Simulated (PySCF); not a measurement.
# Towards the basis-set limit for SnS

State: ¹Σ⁺, singlet, closed shell. De refers to Sn + S. RHF-based CCSD(T) in PySCF 2.14 with Sn cc-pwCVDZ-PP with ECP28, S aug-cc-pV(D+d)Z and Sn cc-pwCVTZ-PP with ECP28, S aug-cc-pV(T+d)Z (frozen core orbitals: 9; scalar-relativistic core potentials). Correlation energies are extrapolated as n⁻³ (n = 2, 3), Hartree–Fock as (n+1)·exp(−9√n). CV is the change on freezing 5 orbitals instead, in Sn cc-pwCVTZ-PP with ECP28, S cc-pwCVTZ.

```json
{"Level": "CCSD(T)/DZ", "Re (Å)": "2.2393", "ωe (cm⁻¹)": "465.0", "ωexe (cm⁻¹)": "1.31", "αe (cm⁻¹)": "0.000510", "De (eV)": "4.588"}
{"Level": "CCSD(T)/TZ", "Re (Å)": "2.2189", "ωe (cm⁻¹)": "483.1", "ωexe (cm⁻¹)": "1.28", "αe (cm⁻¹)": "0.000490", "De (eV)": "4.909"}
{"Level": "HF/CBS", "Re (Å)": "2.1867", "ωe (cm⁻¹)": "536.8", "ωexe (cm⁻¹)": "1.10", "αe (cm⁻¹)": "0.000417", "De (eV)": "2.629"}
{"Level": "MP2/CBS", "Re (Å)": "2.2018", "ωe (cm⁻¹)": "497.8", "ωexe (cm⁻¹)": "1.10", "αe (cm⁻¹)": "0.000464", "De (eV)": "5.252"}
{"Level": "CCSD/CBS", "Re (Å)": "2.1977", "ωe (cm⁻¹)": "510.9", "ωexe (cm⁻¹)": "1.13", "αe (cm⁻¹)": "0.000445", "De (eV)": "4.659"}
{"Level": "CCSD(T)/CBS", "Re (Å)": "2.2138", "ωe (cm⁻¹)": "487.7", "ωexe (cm⁻¹)": "1.27", "αe (cm⁻¹)": "0.000484", "De (eV)": "5.033"}
{"Level": "CCSD(T)/CBS+CV", "Re (Å)": "2.2118", "ωe (cm⁻¹)": "488.3", "ωexe (cm⁻¹)": "1.27", "αe (cm⁻¹)": "0.000485", "De (eV)": "5.048"}
```

Problem. How much is left between CCSD(T)/TZ and the basis-set limit, and how much do the triples give at the limit?

Solution. CCSD(T)/CBS less CCSD(T)/TZ: -5.1 mÅ in Re, +4.6 cm⁻¹ in ωe and +0.124 eV in De. CCSD(T)/CBS less CCSD/CBS: +16.1 mÅ in Re, -23.2 cm⁻¹ in ωe and +0.374 eV in De.

Problem. What do the later terms add?

Solution. CV: -2.0 mÅ in Re, +0.6 cm⁻¹ in ωe and +0.015 eV in De, each against the row above.

Measured (Huber and Herzberg, Constants of Diatomic Molecules (1979)): Re = 2.209026 Å, ωe = 487.26 cm⁻¹, ωexe = 1.358 cm⁻¹. The last row is off by 2.8 mÅ and 1.1 cm⁻¹.

The T1 diagnostic is 0.025, large enough to doubt a single reference. The open-shell atoms are computed with UHF. Spin–orbit coupling, excitations beyond (T) and corrections to the Born–Oppenheimer picture are left out, and spin–orbit coupling matters for open p, d or f shells this heavy.

The whole job (state search and all basis sets along the bond) took about 13 min on 4 threads of AMD EPYC 9R14 (shared host), peak memory 7 GiB.
